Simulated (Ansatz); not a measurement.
CH3Cl2Ga, SMILES [Cl][Ga]([CH3])[Cl]. Atoms are numbered in the order given.

```xyz
7

Ga     0.2335    -0.0881     0.1552
Cl    -1.5348    -1.2817    -0.0711
Cl     0.1277     1.8121    -0.8358
C      1.7951    -0.6767     1.1475
H      2.2528     0.1733     1.6725
H      2.5313    -1.0849     0.4382
H      1.5214    -1.4615     1.8655
```

Geometry optimised at PBE0-D3(BJ)/def2-SVP. The structure was generated by enumeration; whether it is a known compound was not checked.

Two levels are set side by side: PBE-D3(BJ)/def2-SVP (Ansatz, a quantum-chemistry and plane-wave program) and PBE0-D3(BJ)/def2-SVP (Ansatz). Each level has its own optimised geometry; the coordinates shown are those of the second. Differences are taken from unrounded values.

```tsv
quantity	PBE0-D3(BJ)	PBE-D3(BJ)	PBE-D3(BJ) minus PBE0-D3(BJ)
mean bond length (Å)	1.588	1.601	0.012
bond Ga1–Cl2 (Å)	2.145	2.163	0.018
bond Ga1–Cl3 (Å)	2.146	2.163	0.018
bond Ga1–C4 (Å)	1.942	1.956	0.014
bond C4–H5 (Å)	1.099	1.106	0.008
bond C4–H6 (Å)	1.101	1.108	0.008
bond C4–H7 (Å)	1.098	1.106	0.008
```

Exact exchange shortens and stiffens bonds; PBE has none. Differences between two approximate levels are no errors against the true value.
